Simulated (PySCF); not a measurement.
Gas-phase reaction: 3 SiO → Si3O3

Method: PySCF energies (xtb for GFN2) plus ideal-gas RRHO corrections (1 bar). † marks an energy on the PBE0/def2-TZVP geometry and frequencies; other levels use their own. 6-31G* has spherical d functions here. All species are closed-shell singlets. Si3O3: computed as isolated molecules; such fragments, hydroxides, amides, oligomers or adducts are transient or little studied in the gas. The harmonic model lacks anharmonicity and excited electronic states, which grow with temperature; levels with a mode under 35 cm⁻¹ are left out. Soft modes under 120 cm⁻¹ make the harmonic entropy rough for Si3O3.

ΔH° and ΔS° at 298 K: GFN2-xTB -355 kJ, -303 J/K; HF/6-31G* -514 kJ, -312 J/K; M06-2X/def2-TZVP† -533 kJ, -304 J/K; PBE0/def2-QZVP† -500 kJ, -304 J/K; PBE0/def2-TZVP -501 kJ, -304 J/K.

Task: With the heat capacities included, give log10 K (1 bar) at 500, 600, 1200, 1800, 2500 K from GFN2-xTB, HF/6-31G*, M06-2X/def2-TZVP†, PBE0/def2-QZVP†, PBE0/def2-TZVP.

Result: 
```tsv
T (K)	GFN2-xTB	HF/6-31G*	M06-2X/def2-TZVP†	PBE0/def2-QZVP†	PBE0/def2-TZVP
500	21.3	37.5	39.8	36.4	36.5
600	15.2	28.6	30.6	27.8	27.9
1200	0.2	6.6	7.8	6.4	6.4
1800	-4.6	-0.6	0.4	-0.5	-0.5
2500	-7.2	-4.4	-3.6	-4.3	-4.3
```
